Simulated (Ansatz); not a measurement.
Consider the formal exchange of groups at the Si–Br bond: `CO[Si](C)(N)Br` + `FC(F)Cl` → `CO[SiH](C)N` + `FC(F)(Cl)Br`.

Calculated with Ansatz (gas phase, PBE0-D4/def2-TZVP geometries, no zero-point term in ΔE). CCSD(T)/CBS adds triple-zeta CCSD(T) − MP2 to the extrapolated MP2 energy (def2 sets, frozen cores). DFT in def2-TZVPP. B3LYP here is the variant with VWN-RPA as its local correlation; programs differ in this. For Br outer-core shells are correlated without core-valence functions, which leaves a few kJ/mol of doubt a bond. Scalar relativity is left out up to krypton. One conformer a species, not always the lowest.

```
             level  ΔE (kcal/mol)  difference from CCSD(T)/CBS
         r2SCAN-D4           46.3                         -1.5
           ωB97X-V           46.7                         -1.1
            r2SCAN           46.1                         -1.7
              PBE0           46.7                         -1.1
             B3LYP           45.7                         -2.1
SCS-MP2/def2-TZVPP           47.4                         -0.4
   CCSD/def2-TZVPP           48.1                          0.3
CCSD(T)/def2-TZVPP           47.1                         -0.7
SCS-MP2/def2-QZVPP           47.8                          0.0
     MP2/CBS(def2)           48.9                          1.1
       CCSD(T)/CBS           47.8                            0
```

Largest T1 diagnostic among the species: 0.011.

From PBE to PBE0 (25 % exact exchange), in def2-TZVPP and without D4, ΔE moves by +3.0 kcal/mol. In def2-TZVPP, CCSD(T) changes the Hartree–Fock value by −4.9 kcal/mol (the triples alone add −0.9 kcal/mol) and MP2 by −3.8 kcal/mol.
